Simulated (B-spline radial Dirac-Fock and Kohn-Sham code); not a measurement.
Level of theory: the Dirac equation of a negative muon with reduced mass in the field of a spherical finite nucleus, with the Uehling potential to all orders; nuclear polarisation, deformation, hyperfine structure, self-energy, higher-order vacuum polarisation, relativistic recoil and electron screening are left out; a B-spline atomic structure program. The nuclear charge is a Fermi distribution (skin thickness 2.3 fm).

Problem. A muonic atom of atomic mass 163.93 u emits these computed lines: 2p3/2 → 1s1/2 5052 keV, 3d5/2 → 2p3/2 1828 keV, 4f7/2 → 3d5/2 661.6 keV, 5g9/2 → 4f7/2 304.5 keV. Which element is it, and what rms charge radius was used?

Solution. Thulium (Z = 69, nuclide ¹⁶⁴Tm); the high transitions hardly feel the nucleus and fix Z. The 2p → 1s line lies 5909 keV below the value for a point nucleus without QED, which for this nuclear model gives a radius near 5.19 fm (5.1906 fm was used).
